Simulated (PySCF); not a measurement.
## An excited-state table with gaps

Species: CH₉OPSi₂.
SMILES: `C[Si@H](P)O[SiH3]`

Method used: TDDFT PBE0/def2-SVPD, vertical, gas phase, core orbitals frozen in the response (PySCF 2.14.0, density-fitted response routines). Isolated species at its GFN2-xTB geometry (one conformer only). Torsions of this conformer, `[CH3:1][Si@H:2]([PH2:3])[O:4][SiH3:5]`: C1–Si2–O4–Si5 63°, H–P3–Si2–C1 164°, H–P3–Si2–C1 71°.

Orbital energies (eV): HOMO-3 -9.43, HOMO-2 -8.72, HOMO-1 -8.33, HOMO -7.31, LUMO -0.09, LUMO+1 0.44, LUMO+2 0.82.

Lowest singlets, with some entries withheld (?).

| state | ν̃ (cm⁻¹) | f | main configurations (H = HOMO, L = LUMO) |
| --- | --- | --- | --- |
| S1 | 49570 | 0.016 | H→L (83%), H→L+1 (9%) |
| S2 | 52590 | 0.0092 | H→L+1 (74%), H→L (12%), H→L+3 (10%) |
| S3 | 56250 | 0.021 | H-1→L (54%), H→L+2 (18%), H→L+3 (12%) |
| S4 | 56510 | 0.015 | H-1→L (39%), H→L+3 (26%), H→L+2 (18%) |
| S5 | ? | ? | ? |
| S6 | ? | ? | ? |

Q: What stands in place of each question mark?

A: 
- S5: ν̃ = 58110 cm⁻¹; f = 0.303; H→L+2 (46%), H→L+3 (25%), H→L+4 (10%)
- S6: ν̃ = 58840 cm⁻¹; f = 0.017; H-2→L (42%), H→L+4 (38%)

Q: What is the mean static polarisability from the same response equations?

A: 94.0 au (13.93 Å³), with principal values 84.3, 94.0 and 103.6 au.

Q: How far apart are S2 and S5, in eV and cm⁻¹?

A: 7.205 − 6.520 = 0.685 eV, or about 5520 cm⁻¹.

Q: Where do the lowest triplets lie (Tamm–Dancoff)?

A: T1 5.49 eV, H→L (60%), H→L+2 (15%), H→L+3 (13%); T2 5.72 eV, H→L+1 (47%), H→L+2 (18%), H→L+3 (16%). E(S1) − E(T1) = +0.65 eV.
